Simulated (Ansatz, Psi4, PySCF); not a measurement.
C$_{3}$H$_{7}$O, doublet, at a GFN2-xTB geometry. Base run: MP2/STO-3G (PySCF).

PySCF was given this input:
```python
from pyscf import gto, scf, mp

mol = gto.Mole()
mol.atom = '''
    C     1.26825508   -0.68696850    0.05427580
    C     0.07085415    0.06768755   -0.35576841
    C    -1.22038065   -0.70514127    0.01571359
    O     0.03577551    1.37753649    0.16253306
    H     1.92379626   -0.30713910    0.81296565
    H     1.47618939   -1.64038176   -0.38728526
    H     0.06139987    0.20309353   -1.44914062
    H    -2.08807624   -0.12715673   -0.29130831
    H    -1.26236100   -0.86377771    1.09159501
    H    -1.23494149   -1.66895370   -0.48360641
    H     0.12541777    1.33055682    1.12118969
'''
mol.basis = 'sto-3g'
mol.spin = 1
mol.verbose = 4
mol.build()

mf = scf.UHF(mol)
mf.kernel()

pt = mp.MP2(mf)
pt.kernel()
print('E(MP2) = %.10f' % pt.e_tot)
```

The same geometry, method and basis name were run in Ansatz (a first-principles code) and Psi4 and PySCF, at each program's defaults and at the settings that a row names. The base is PySCF at its defaults. Differences at the defaults can come from grids, fitting, cores and function types together.

```csv
code and settings,ΔE vs base (mEh),basis functions,E (Eh),SCF cycles
"PySCF, defaults (exact integrals, spherical functions, all electrons correlated)",0.000,27,-190.23699,11
"Psi4, defaults (density fitting with its default set, spherical functions, all electrons correlated)",-0.390,27,-190.23738,14
"Ansatz, defaults (factorised integrals, spherical functions, frozen core)",1.449,27,-190.23555,-
"PySCF, frozen core",1.426,27,-190.23557,11
"Psi4, exact integrals, spherical functions, frozen core",1.426,27,-190.23557,14
"Ansatz, high accuracy, frozen core",1.426,27,-190.23557,-
```

Open shells are given as the SCF converged; they aren't shown to be the lowest states, and a large step between rows can be another state.
